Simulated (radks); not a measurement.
Polarisabilities and homonuclear dispersion coefficients (atomic units). Calculated with a radial shooting solver on a logarithmic mesh with Libxc functionals: non-relativistic Kohn-Sham, PBE, spin-polarised, spherical densities, point nucleus; open shells are filled with parallel spins first (spin-orbit coupling, left out, can overturn this in heavy ions). Response by self-consistent Sternheimer equations with the Hartree and adiabatic LDA kernel. For heavy and open-shell atoms this level of theory can miss by tens of per cent. "Uncoupled" leaves out the induced potential. Quadrupole and octupole values are given only where no p, d or f shell is open.

species,configuration,alpha1 (bohr^3),"alpha1, uncoupled",C6,recommended alpha1
Er,[Xe] 4f12 6s2,186.3,355.5,2928,150 +/- 10
Er+,[Xe] 4f12 6s1,86.27,116.4,734.5,-
Er2+,[Xe] 4f12,7.079,14.88,39.90,-
Er3+,[Xe] 4f11,4.959,9.329,26.39,-
Er4+,[Xe] 4f10,3.900,6.993,18.93,-
Er5+,[Kr] 4d10 4f10 5s2 5p5,3.286,5.894,14.16,-
Er6+,[Kr] 4d10 4f10 5s2 5p4,2.807,5.036,10.68,-

Recommended values: Schwerdtfeger and Nagle, table of static dipole polarisabilities (2023 update), measured or computed.

Beside tabulated values, note that relativity, absent from the non-relativistic runs, is large for the heavy elements.
